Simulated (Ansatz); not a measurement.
The same ligand exchange along the group B, Al, Ga.

Isolated molecules relaxed with PBE0-D4/def2-TZVP in Ansatz; ΔE leaves out vibrations. CCSD(T)/CBS is the MP2 limit (def2-TZVPP, def2-QZVPP) plus CCSD(T) − MP2 in def2-TZVPP, frozen cores. This one scheme is used for every species. DFT in def2-TZVPP. For Br, Ga outer-core shells are correlated without core-valence functions, which leaves a few kJ/mol of doubt a bond. Scalar relativity is left out up to krypton. Each species was taken in one conformer, which may not be the lowest.

| reaction | ωB97X-V (kcal/mol) | CCSD/CBS(def2) (kcal/mol) | PBE0-D4 (kcal/mol) | HF/CBS(def2) (kcal/mol) | CCSD(T)/CBS(def2) (kcal/mol) |
| --- | --- | --- | --- | --- | --- |
| `NB(N)Br` + H–F → `NB(N)F` + HBr | -13.4 | -12.1 | -11.6 | -17.9 | -11.2 |
| `[NH2][Al]([NH2])[Br]` + H–F → `[NH2][Al]([NH2])[F]` + HBr | -4.9 | -4.3 | -2.8 | -5.8 | -3.9 |
| `[NH2][Ga]([NH2])[Br]` + H–F → `[NH2][Ga]([NH2])[F]` + HBr | 9.4 | 11.5 | 12.0 | 9.4 | 11.7 |

Largest T1 diagnostic: 0.013, for `[NH2][Ga]([NH2])[F]`.
